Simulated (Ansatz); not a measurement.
Molecule: C₆H₁₃S (charge 0, doublet). It need not be the lowest isomer of its formula. 
Coordinates optimised at B3LYP-D3(BJ)/def2-TZVP (Ansatz, a program for electronic structure):
```
C
H 1 1.0942
H 1 1.0951 2 105.89
C 1 1.4918 2 108.50 3 119.18
H 4 1.0825 1 119.35 2 34.13
C 1 1.5409 2 108.86 3 -116.12
H 6 1.0932 1 108.76 2 -178.38
H 6 1.0933 7 106.12 1 -117.02
C 6 1.5250 7 110.17 8 -119.21
H 9 1.0915 6 111.41 7 58.31
H 9 1.0928 10 107.74 6 -122.19
H 9 1.0930 10 107.73 11 -115.73
S 4 1.7202 5 112.45 1 -159.69
C 13 1.8239 4 103.75 5 -165.15
H 14 1.0902 13 108.94 4 -56.50
H 14 1.0907 15 107.10 3 175.19
C 14 1.5220 15 111.55 16 121.82
H 17 1.0900 14 111.06 15 63.20
H 17 1.0903 18 107.81 14 -121.57
H 17 1.0929 18 108.26 19 -117.14
```
Charge 0, spin multiplicity 2.

Dipole moments at this geometry, in debye (magnitudes).

```json
[
 {"level": "PBE/def2-TZVPD", "program": "Ansatz", "dipole (D)": "1.48"},
 {"level": "BLYP/def2-TZVPD", "program": "Ansatz", "dipole (D)": "1.44"},
 {"level": "revPBE/def2-TZVPD", "program": "Ansatz", "dipole (D)": "1.47"},
 {"level": "r2SCAN/def2-TZVPD", "program": "Ansatz", "dipole (D)": "[?]"},
 {"level": "BHLYP/def2-TZVPD", "program": "Ansatz", "dipole (D)": "1.54"},
 {"level": "r2SCANh/def2-TZVPD", "program": "Ansatz", "dipole (D)": "1.56"},
 {"level": "CAM-B3LYP/def2-TZVPD", "program": "Ansatz", "dipole (D)": "1.51"},
 {"level": "LC-wPBE/def2-TZVPD", "program": "Ansatz", "dipole (D)": "1.57"},
 {"level": "wB97M-V/def2-TZVPD", "program": "Ansatz", "dipole (D)": "1.48"},
 {"level": "CCSD(T)/aug-cc-pV(D+d)Z", "program": "Ansatz", "dipole (D)": "[?]"}
]
```

Question: Fill in the missing entries.

Answer: 
- r2SCAN/def2-TZVPD, dipole (D): 1.56
- CCSD(T)/aug-cc-pV(D+d)Z, dipole (D): 1.48
